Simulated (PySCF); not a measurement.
B(F)(Cl)(NMe2) (C₂H₆BClFN), SMILES CN(C)B(F)Cl.

Geometry: B3LYP-D3(BJ)/def2-SVP. The values are those of a single conformer.

Method: PBE/def2-TZVP in PySCF.

Symmetry labels are those of the subgroup Cs that the program uses (full group Cs).

Question: List the valence orbital energies around the gap with their symmetry. (The exact figures need the calculation; the answer reports its results.)

Answer: 
| orbital | symmetry | energy (eV) |
|---|---|---|
| HOMO−7 | A' | -10.59 |
| HOMO−6 | A" | -9.83 |
| HOMO−5 | A' | -9.80 |
| HOMO−4 | A' | -9.46 |
| HOMO−3 | A' | -8.98 |
| HOMO−2 | A" | -8.02 |
| HOMO−1 | A' | -7.52 |
| HOMO | A" | -6.15 |
| LUMO | A" | -0.11 |
| LUMO+1 | A' | 0.05 |
| LUMO+2 | A' | 1.07 |
| LUMO+3 | A' | 1.21 |
